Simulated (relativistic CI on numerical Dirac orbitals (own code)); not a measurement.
## Ni3+: M2,3 absorption edge

Computed with this model: Dirac-Coulomb-Breit CI, KLI orbitals optimised for each configuration, a model potential for QED, valence Slater integrals scaled by 0.8, multiplet model of core-to-valence dipole absorption; configurations [Ar] 3d7 → [Ne] 3s2 3p5 3d8; 300 K; Lorentzian 0.8 eV and Gaussian 0.3 eV FWHM. Energies are those of the free ion, without screening or charge transfer. The branching ratio is the share of the lower-energy edge in the whole absorption, uncertain by about 0.02 where the edges overlap. S is read from ⟨S²⟩ = S(S + 1).

Field parameters in Wybourne normalisation: D3d B²₀ = −7Dσ, B⁴₀ = −14Dq − 21Dτ, B⁴₃ = −14√(10/7) Dq. The field is a parameter set, without covalency.

free ion: ground-state S = 1.50, centroid 71.14 eV. Peaks (eV, height): 65.0 (19), 70.3 (100), 74.0 (80).

D3d, 10Dq = 12050, Dσ = -1200, Dτ = -10 cm⁻¹: ground-state S = 1.50, centroid 71.74 eV. Peaks (eV, height): 65.3 (8), 66.6 (17), 71.2 (100), 75.2 (44).

D3d, 10Dq = 12050, Dσ = -510, Dτ = -10 cm⁻¹: ground-state S = 1.50, centroid 71.62 eV. Peaks (eV, height): 65.2 (8), 66.4 (18), 71.2 (100), 75.3 (38).

Strongest unbroadened transitions for free ion:

| Energy (eV) | Relative strength |
| --- | --- |
| 65.01 | 20.8 |
| 65.54 | 0.0 |
| 65.68 | 5.8 |
| 66.15 | 0.3 |
| 67.28 | 0.0 |
| 69.04 | 11.1 |
| 70.20 | 100.0 |
| 70.52 | 0.2 |
| 70.66 | 30.0 |
| 71.05 | 0.1 |
| 71.18 | 38.1 |
| 71.30 | 7.2 |
| 73.70 | 0.3 |
| 73.83 | 0.2 |
| 73.91 | 0.1 |
| 74.05 | 97.9 |
| 77.00 | 0.5 |
| 82.54 | 0.1 |
